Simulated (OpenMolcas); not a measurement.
**Lines of Mn⁵⁺: computed and rescaled rates**

```json
{"Program": "OpenMolcas 26.06", "Method": "SS-CASPT2, IPEA 0.25 Eh, imaginary shift 0.1 Eh (closed shells correlated: 3s 3p)", "Basis": "ANO-RCC-VQZP [7s6p4d3f2g1h]", "Scalar Hamiltonian": "DKH2, point nucleus", "Active space": "2 electrons in 10 orbitals (3d 4d)", "State averaging": "2S+1 = 3 even, 10 roots; 2S+1 = 1 even, 15 roots", "Spin-orbit coupling": "RASSI with atomic mean-field integrals over the reference wave functions, term energies averaged over their components"}
```

Rates come from the transition moments of the reference wave functions (E1 and E2 in the length form). At fixed line strength A goes as λ^-3 for E1 and M1 and as λ^-5 for E2, so a rate at the computed wavelength can be rescaled to the measured one. Measured vacuum wavelengths follow from level energies in Corliss and Sugar, J. Phys. Chem. Ref. Data 6, 1253 (1977). Branching counts decays inside the model space alone, at computed energies, and the table is only a selection of the E2 and M1 lines, drawn from those between levels with measured partners whose computed energy lies within a factor of 1.5 of the measured one.

```tsv
Upper	Lower	Type	λ computed (nm)	λ measured (nm)	A computed (s-1)	A rescaled (s-1)	Branching %
3d2 1D2	3d2 3F3	M1	687.4	685.4	2.41e-01		62.8
3d2 1G4	3d2 3F4	M1	412	419.4	1.76e-01		59.5
3d2 1D2	3d2 3F2	M1	654.3	652.1	1.42e-01		37.0
3d2 1G4	3d2 3F3	M1	396.8	403.8	1.19e-01		39.9
3d2 3P0	3d2 3F2	E2	537.3	562.4	1.13e-01	8.99e-02	100.0
3d2 3P2	3d2 1D2	M1	2406	3038	7.55e-02		41.7
3d2 3P2	3d2 3F4	E2	562.5	589.7	6.66e-02	5.26e-02	36.8
3d2 3P1	3d2 3F3	E2	551.5	577.7	6.56e-02	5.20e-02	49.1
3d2 3P1	3d2 3F2	E2	530	553.8	3.98e-02	3.20e-02	29.7
3d2 3P1	3d2 1D2	M1	2789	3675	2.76e-02		20.6
3d2 3P2	3d2 3F3	E2	534.6	559.2	2.25e-02	1.80e-02	12.4
3d2 3F4	3d2 3F3	M1	10780	10830	1.62e-02	1.60e-02	100.0
3d2 3F3	3d2 3F2	M1	13590	13400	1.03e-02	1.07e-02	100.0
3d2 3P2	3d2 3F3	M1	534.6	559.2	8.63e-03		4.8
3d2 3P2	3d2 3F2	E2	514.4	536.8	3.71e-03	3.00e-03	2.1
3d2 3P2	3d2 3P1	M1	17530	17510	2.45e-03	2.46e-03	1.4
3d2 3P2	3d2 3F2	M1	514.4	536.8	1.75e-03		1.0
```

Spin-changing lines and M1 lines between different terms are not rescaled, since their strength hangs on the term gaps too.

The largest correction is for 3d2 3P2 → 3d2 3F4 (E2): 6.66e-02 × (562.5 / 589.7)^5 = 5.26e-02 s-1, a factor of 0.79.

The computed rate and branching of 3d2 3F3 → 3d2 3F2 give the upper level a radiative lifetime of 1.000 / 1.03e-02 s-1 = 9.71e+01 s, counting decays inside the model space alone. The rescaled rate gives about 9.3e+01 s.

These are rates of the free ion; in crystals, glasses and complexes forced electric-dipole and non-radiative decay shorten such lifetimes by orders of magnitude. No measured rate stands beside these. Rescaling mends the energy factor alone: line strengths can still be far off where a level mixes with configurations outside the active space, and weak or spin-changing lines hang on small mixing coefficients that depend on the term gaps too, so rescaling need not improve them.

CASPT2 breaks the degeneracy within a term, and the mean is taken; among the terms shown or strongly mixed into the levels shown the widest spread is 720 cm-1 (3d2 3F). Active for correlation alone: 4d; no level in the range computed is led by a configuration that fills it, so any true level of that kind is missing. Computed and measured levels are paired by configuration, term and J; levels that our copy of the source lacks, or whose pairing is in doubt (as where it misses far off the trend of its configuration), stay unpaired. Levels of configurations outside the active space are missing.
